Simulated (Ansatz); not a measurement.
Basis-set extrapolation for C2H6AlCl (PBE0-D4/def2-TZVP geometry, frozen core, Ansatz 0.2.0). Multiplicity 1, RHF reference.

|  | def2-TZVPP | def2-QZVPP |
| --- | --- | --- |
| HF | -780.684433 | -780.708110 |
| MP2 correlation | -0.624506 | -0.672370 |
| CCSD(T) correlation | -0.704064 | not run |

Energies in hartree. Use E(X) = E(∞) + A·exp(−7.88·√X) for Hartree–Fock and E(X) = E(∞) + B·X^(−2.97) for correlation, with X = 3 and 4, and add CCSD(T) minus MP2 of the smaller set to the MP2 limit.

**Question.** What is the CCSD(T) energy at the basis-set limit?

**Answer.** HF limit: -780.708110 + (-0.023677) × 0.13774 = -780.71137. MP2 limit: -0.672370 + (-0.047864) × 0.74074 = -0.70782. Higher-order term: -0.704064 − (-0.624506) = -0.07956. Total: -781.49875 hartree, 69.2 kcal/mol below CCSD(T)/def2-TZVPP.
